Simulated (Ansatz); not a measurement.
Consider the redistribution: `C#[C][GaH][SH]` + `C[SiH3]` → `C#[C][GaH2]` + `[SiH3]CS`.

Program: Ansatz. Geometries: PBE0-D4/def2-TZVP. ΔE: electronic, gas phase. CCSD(T)/CBS is the MP2 limit (def2-TZVPP, def2-QZVPP) plus CCSD(T) − MP2 in def2-TZVPP, frozen cores. This one scheme is used for every species. Functionals use def2-TZVPP. For Ga outer-core shells are correlated without core-valence functions, which leaves a few kJ/mol of doubt a bond. Scalar relativity is left out up to krypton. Each species was taken in one conformer, which may not be the lowest.

| level | ΔE (kJ/mol) |
| --- | --- |
| revPBE-D4 | 156.5 |
| BLYP-D4 | 159.6 |
| BHLYP-D4 | 165.3 |
| CAM-B3LYP-D4 | 161.3 |
| LC-ωPBE | 160.9 |
| CCSD(T)/def2-SVP | 167.6 |
| MP2/def2-QZVPP | 167.1 |
| CCSD/CBS(def2) | 164.1 |

(1) What does CCSD(T)/CBS give? (Best estimate.)

Largest T1 diagnostic among the species: 0.014.

Results:

(1) Computed: +164.1 kJ/mol. The listed levels differ from it by -7.6, -4.5, 1.2, -2.8, -3.2, 3.5, 3.0, 0.0 kJ/mol.

At CCSD(T), def2-SVP lies +3.6 kJ/mol from the extrapolated value and def2-TZVPP +0.5 kJ/mol. Leaving LDA and LC-ωPBE aside and taking each functional with its dispersion term where it has one, the values, not all of them listed here, spread over 11.6 kJ/mol, from revPBE-D4 to r2SCAN0-D4.
